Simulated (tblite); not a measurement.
Isomers of C7H13P. Computed with GFN2-xTB (tblite): harmonic, unscaled wavenumbers at the GFN2-xTB geometry, gas phase. The method is semi-empirical: single wavenumbers can be off by several per cent or more. Modes of hydrogen on phosphorus can be 10 to 20 % off. One conformer each.

Electronic energies: GFN2-xTB at the same geometries; isomer energies are rough at this level and their order can be wrong.

```
            SMILES  electronic energy, lowest = 0 (kJ/mol)
      C1CP2CCC1CC2                                     0.0
C=[P@@]1(CCC)C=C1C                                   440.7
     CC#CPC(C)(C)C                                   212.0
```

Q: How do GFN2-xTB zero-point energies change the relative energies?

A: 
| SMILES | ZPE (kJ/mol) | of it from modes above 1550 cm⁻¹ | electronic (kJ/mol) | with ZPE, lowest = 0 (kJ/mol) | lowest mode (cm⁻¹) | rings |
| --- | --- | --- | --- | --- | --- | --- |
| C1CP2CCC1CC2 | 487.4 | 229.9 | 0.0 | 0.0 | 161 | 3 |
| CC#CPC(C)(C)C | 460.8 | 242.9 | 212.0 | 185.4 | 9i | 0 |
| C=[P@@]1(CCC)C=C1C | 457.6 | 242.7 | 440.7 | 410.8 | 39 | 1 |

The zero-point energies span 29.8 kJ/mol, from `C=[P@@]1(CCC)C=C1C` to `C1CP2CCC1CC2`. Slightly imaginary modes are left out of the zero-point energy: `CC#CPC(C)(C)C` 8.6i cm⁻¹. The order is unchanged.
